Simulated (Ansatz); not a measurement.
`F[CH2][AlH][GaH2]` + SiH₄ → `[SiH3][CH2][AlH][GaH2]` + H–F at 600 K and 1 bar (formal exchange of groups at a C–F bond).

Computed with Ansatz on PBE0-D4/def2-TZVP structures; ΔE is electronic, products minus reactants. CCSD(T)/CBS is the MP2 limit (def2-TZVPP, def2-QZVPP) plus CCSD(T) − MP2 in def2-TZVPP, frozen cores. This one scheme is used for every species. For Ga outer-core shells are correlated without core-valence functions, which leaves a few kJ/mol of doubt a bond. Scalar relativity is left out up to krypton. One conformer a species, not always the lowest.

```
                 species  CCSD(T)/CBS energy (Eh)  H − E (kJ/mol)  S (J/(mol·K))
     `F[CH2][AlH][GaH2]`              -2306.75904           189.7          458.4
                    SiH₄               -291.46306           108.7          242.3
`[SiH3][CH2][AlH][GaH2]`              -2497.87725           262.8          494.0
                     H–F               -100.39570            42.3          194.0
```

H − E and S are ideal-gas, rigid-rotor, harmonic terms from PBE0-D4/def2-TZVP, for one conformer and one mirror image of each species. 1 Eh = 2625.50 kJ/mol, R = 8.31446 J/(mol·K).

Problem. By hand: ΔE, ΔH, ΔS and ΔG.

Solution. ΔE = (-2497.87725) + (-100.39570) − (-2306.75904) − (-291.46306) = -0.05085 Eh = -133.5 kJ/mol. Δ(H − E) = 262.8 + 42.3 − 189.7 − 108.7 = 6.7, so ΔH = -126.8 kJ/mol. ΔS = 494.0 + 194.0 − 458.4 − 242.3 = -12.7 J/(mol·K). ΔG = -126.8 − 600 × (-12.7)/1000 = -119.2 kJ/mol.

Problem. By hand: the equilibrium constant, and the temperature at which ΔG would vanish if ΔH and ΔS stayed fixed.

Solution. log₁₀ K = −ΔG/(RT ln 10) = 10.4. ΔG = 0 at ΔH/ΔS = 9984 K, far beyond where these terms or the molecules hold.

The number of gas molecules stays the same, so ΔS is small and ΔH decides. A doubt of 5 kJ/mol in ΔE shifts log₁₀ K by 0.4 here. Other conformers and mirror images would add mixing entropy, several J/(mol·K) or more a flexible species. Modes under 60 cm⁻¹, often nearly free rotors, make the harmonic entropy too high. These are equilibria of isolated gas molecules and say nothing of rates. Largest T1 diagnostic: 0.013 (customary marks: 0.02 for closed shells, 0.045 for open ones).
